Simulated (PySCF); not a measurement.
HOSi, SMILES O=[SiH], multiplicity 2. Atoms are numbered in the order given.

```xyz
3

O      0.0825     1.0370     0.0000
Si    -0.1280    -0.4937     0.0000
H      1.1329    -1.3850     0.0000
```
Charge 0, spin multiplicity 2.

Coordinates come from a PBE-D3(BJ)/def2-TZVPD optimisation. The isomer is the one that the SMILES or the coordinates give; other isomers of the formula were not compared.

Calculation: PBE/pcH-1 (PySCF).

Unrestricted Kohn–Sham, ⟨S²⟩ = 0.753. Hyperfine tensors hold the contact and dipolar terms, without spin-orbit corrections.

Computed hyperfine couplings:
| nucleus | A(iso) (MHz) | A(iso) (G) | dipolar principal values (MHz) |
|---|---|---|---|
| 17O no. 1 | -6.5 | -2.3 | -94.8, 45.1, 49.7 |
| 29Si no. 2 | -532.4 | -190.0 | -89.6, 37.0, 52.6 |
| 1H no. 3 | 426.5 | 152.2 | -4.3, -1.3, 5.6 |

Q: And the g tensor (effective nuclear charges for spin-orbit coupling, GIAO)? (The exact figures need the calculation; the answer reports its results.)

A: principal values 1.9921, 2.0023, 2.0069; isotropic 2.0004.
